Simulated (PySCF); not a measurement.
## Electronic structure of Zr⁺ (zirconium, charge +1) at the UHF level

Configuration: [Kr] 4d1 5s2, 2D determinant (an excited configuration). Calculation: PySCF 2.14, in aug-cc-pVTZ-PP with ECP28MDF; a scalar-relativistic core potential.

```json
{"Total energy": "-46.029894 hartree", "One-electron energy": "-73.8802 hartree", "Hartree (Coulomb) energy": "32.8881 hartree", "Exchange energy": "-5.0378 hartree", "⟨S²⟩": "0.7787", "⟨L²⟩": "7.284", "Sum of ⟨r⟩": "19.39 bohr", "Sum of ⟨r²⟩": "46.15 bohr²", "Traceless quadrupole moment −½Σ⟨3z² − r²⟩ along its main axis": "4.25 e·bohr²"}
```

```csv
shell,electrons,mean orbital energy (eV),spread (eV),"rms radius, mean of both spins (bohr)"
4s α,1,-77.970,0,1.30
4s β,1,-76.855,0,1.30
4p α,3,-50.394,0.784,1.46
4p β,3,-48.898,1.689,1.46
4d α,1,-16.788,0,2.16
5s α,1,-12.829,0,3.55
5s β,1,-12.372,0,3.55
```

⟨L²⟩ = 7.28 against 6 for a pure D term, so this real determinant mixes terms. Energies and moments cover only the electrons outside the core potential.
